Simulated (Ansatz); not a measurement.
Several settings on one geometry of MgSi3 (the lowest singlet isomer of a short search) (that of the charge 0 singlet, r2SCAN-D4/def2-TZVP). Ansatz on 4 threads of Arm Neoverse V1 on a shared host; times are rough.

```xyz
4

Mg   -1.541    0.710   -1.239
Si   -0.061    1.031    0.834
Si    0.205   -1.097   -0.717
Si    1.397   -0.644    1.123
```

Totals from different functionals, basis sets or treatments of relativity can't be compared as stabilities.

DK, ANO-RCC and x2c sets are all-electron and run with scalar relativity unless a key says otherwise. The 6-31G sets use Cartesian d functions.

The spins typed aren't always the lowest for that charge.

(1) Give the basis size and estimate the energy, ⟨S²⟩, dipole and time of these runs.

| run | method | charge | state | further keys |
| --- | --- | --- | --- | --- |
| 1 | UKS BLYP/def2-SVPD | 0 | triplet | pseudopotentials: {relativity: none}; scf: {omitted_lower_state_checks: [starts]} |
| 2 | RKS PBE/x2c-TZVPPall | 0 | singlet | nuclear_model: gaussian; forces asked |
| 3 | UKS PBEsol/6-31G* | 0 | triplet | scf: {omitted_lower_state_checks: [starts]}; forces asked |

## Answers

(1) 
```
run  functions  energy (Eh)  ⟨S²⟩  dipole (D)  wall time
  1         93   -1068.1053  2.01           –        5 s
  2        158   -1070.1115     –        4.33        2 s
  3         76   -1065.8056  2.01        0.60        2 s
```
